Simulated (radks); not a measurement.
Valence configurations of neutral magnesium (all share [Ne]). Method: Dirac Kohn-Sham, PBE, spin-unpolarised, spherical densities, finite nucleus; open shells fill j = l - 1/2 first; Fermi nuclear charge, rms radius 3.057 fm; computed with a radial shooting solver on a logarithmic mesh with Libxc functionals. Energies are relative to 3s2; eigenvalues in eV.

valence,E (eV),e(3p1/2),e(3s1/2)
3s2,0.000,-,-4.705
3s1 3p1,3.486,-2.073,-5.667
3p2,7.171,-2.663,-
3s1.5 3p0.5,1.714,-1.731,-5.219
3s0.5 3p1.5,5.306,-2.382,-6.068

NIST lists [Ne] 3s2 as the ground configuration; this level of theory agrees among the configurations tried. The energies are those of spherical spin-averaged densities, not of single terms.
